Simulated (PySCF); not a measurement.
Computed IR spectrum (relative IR intensity) of a molecule C₂H₈OSi₃. Geometry optimised at B3LYP-D3(BJ)/def2-SVP. One conformer was computed; it need not be the lowest. Computed with B3LYP-D3(BJ)/def2-SVP (PySCF). Frequencies are harmonic and unscaled.

Lines under 2 % of the strongest are left out, and lines within 2 cm⁻¹ are merged.

ν (cm⁻¹): 300 (m), 341 (w), 418 (vw), 476 (vw), 506 (w), 522 (vw), 612 (w), 672 (w), 687 (w), 720 (w), 755 (m), 773 (s), 811 (m), 881 (vs), 893 (m), 904 (w), 942 (w), 946 (w), 1275 (w), 2174 (m), 2199 (m), 2208 (m), 2213 (m), 2234 (m), 3111 (vw), 3133 (w), 3867 (m) (against the strongest line: vs over 80 %, s over 45 %, m over 15 %, w over 4 %, vw less)

**Question.** Identify the compound among the candidates.
(A) O=C1[SiH2]C([SiH3])[SiH2]1
(B) C1=C[SiH2][SiH2]O[SiH2]1
(C) O[Si@H]1C=C[Si@@H]1[SiH3]
(D) [SiH3][Si]1([SiH3])C=CO1

**Answer.** C, O[Si@H]1C=C[Si@@H]1[SiH3]
